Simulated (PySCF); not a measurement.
Peak assignment

Atom-mapped SMILES (the numbers label the heavy atoms): `[CH3:1][CH2:2]/[CH:3]=[C:4]1\[CH:5]=[CH:6][O:7][SiH2:8]1`. Hydrogens are named by the atom that carries them.

PySCF calculation with geometry from GFN2-xTB and GIAO PBE0/pcSseg-1 shieldings; non-relativistic, averaged over atoms made equivalent by symmetry, fast rotation or ring inversion, a single conformation, in vacuum.

Shifts are taken against calculated references (same method and geometry level): 13C and 1H against TMS.

(1) Assign these signals to the numbered atoms. 13C{1H} NMR (computed): δ 162.0, 145.8, 139.5, 113.4, 30.0, 16.6.

(2) Assign these signals to the numbered atoms. 1H NMR (300 MHz, computed): δ 6.83 (d, 1H), 6.30 (d, 1H), 5.83 (t, 1H), 5.31 (s, 2H), 2.38 (m, 2H), 1.10 (t, 3H).

## Answers

(1) 
| δ (ppm) | atoms | environment | reason |
| --- | --- | --- | --- |
| 162.0 | C6 | alkene carbon bearing oxygen | an sp2 carbon further deshielded by the attached heteroatom |
| 145.8 | C3 | alkene CH | as expected for a trigonal carbon in a double bond |
| 139.5 | C4 | fully substituted alkene carbon | as expected for a trigonal carbon in a double bond |
| 113.4 | C5 | β carbon of an enol-ether or enamine type C=C | the O or N lone pair pushes π density onto this β carbon and shields it |
| 30.0 | C2 | allylic sp3 CH2 | a saturated carbon with 2 carbon neighbours and no heteroatom attached |
| 16.6 | C1 | methyl carbon | aliphatic region, no heteroatom directly attached |

(2) 
| δ (ppm) | atoms | environment | reason |
| --- | --- | --- | --- |
| 6.83 | H(C6) | hydrogen on an alkene carbon bearing oxygen | attached to an sp2 carbon and in the plane of the double bond |
| 6.30 | H(C5) | hydrogen on a β carbon of an enol-ether or enamine type C=C | attached to an sp2 carbon and in the plane of the double bond |
| 5.83 | H(C3) | hydrogen on an alkene CH | olefinic region |
| 5.31 | H(Si8) | hydrogen on a silicon bonded to C, O, in a 5-membered ring | – |
| 2.38 | H(C2) | hydrogen on an allylic sp3 CH2 | allylic position |
| 1.10 | H(C1) | hydrogen on a methyl carbon | – |

Shifts are as computed. Against solution values, carbons near 30 ppm lie about +3 ppm off and those near 130 ppm about +5 ppm. Of 1309 compounds with measured shifts, 239 miss one by over three times the rms of a fit or turn the order of signals round; such compounds aren't used in these exercises. No couplings were computed; multiplicities are counted from neighbouring protons, with m where these are inequivalent, close in shift, in a saturated or five-membered ring or joined by F or P, and br s for small geminal =CH2 splittings.
